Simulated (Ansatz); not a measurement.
Cost and result up the ladder for Mg₇S₆Cl₂ (15 atoms). The state is a singlet with charge 0. Geometry: PBE-D4/def2-SVP.

```xyz
15

Cl   -2.353   -0.865    3.799
Cl   -2.205   -1.357   -3.737
Mg   -0.604    0.740    3.761
Mg    1.457    1.967    1.946
Mg   -1.233   -1.884    1.881
Mg    1.789   -0.515    0.070
Mg    1.547    1.696   -2.132
Mg   -1.161   -2.117   -1.663
Mg   -0.451    0.239   -3.845
S     0.207    2.896    3.665
S     0.873   -0.676    2.269
S     2.772    1.699   -0.057
S    -1.971   -3.243    0.175
S     0.963   -0.968   -2.124
S     0.370    2.387   -4.008
```

Ansatz on 4 threads of Arm Neoverse N1 on a shared host. Times are rough, and most runs start from the orbitals of an earlier one. PBE0-D4/def2-SVP serves as the yardstick here, not as an exact answer. Differences are given only for rows in sets of like size (and for xTB, whose basis is part of the method), since another set adds its own error. Binding counts from free atoms at the same level (Cl doublet, Mg singlet, S triplet; other spins of the atoms weren't run), without zero-point energy or a counterpoise term.

Correlated methods freeze 47 core orbitals; core or outer-core shells of Mg are correlated, in sets that lack core-valence functions.

Correlated methods converge slowly with the basis, most of all in double-zeta sets.

| level | functions | binding energy per atom (eV) | difference from PBE0-D4/def2-SVP (eV) |
| --- | --- | --- | --- |
| MP2/def2-SVP | 270 | 3.07 | -0.11 |
| r2SCAN-D4/def2-SVP | 270 | 3.30 | 0.12 |
| PBE-D4/def2-SVP (with forces) | 270 | 3.20 | 0.02 |
| PBE0-D4/def2-SVP | 270 | 3.18 | 0.00 |
| HF/STO-3G | 135 | 3.66 | – |

**Question.** Estimate how long each takes.

**Answer.** HF/STO-3G 3.6 s; PBE-D4/def2-SVP (with forces) 23 s; MP2/def2-SVP 33 s; PBE0-D4/def2-SVP 44 s; r2SCAN-D4/def2-SVP 52 s. On shared hardware such times vary by a factor of up to 3.
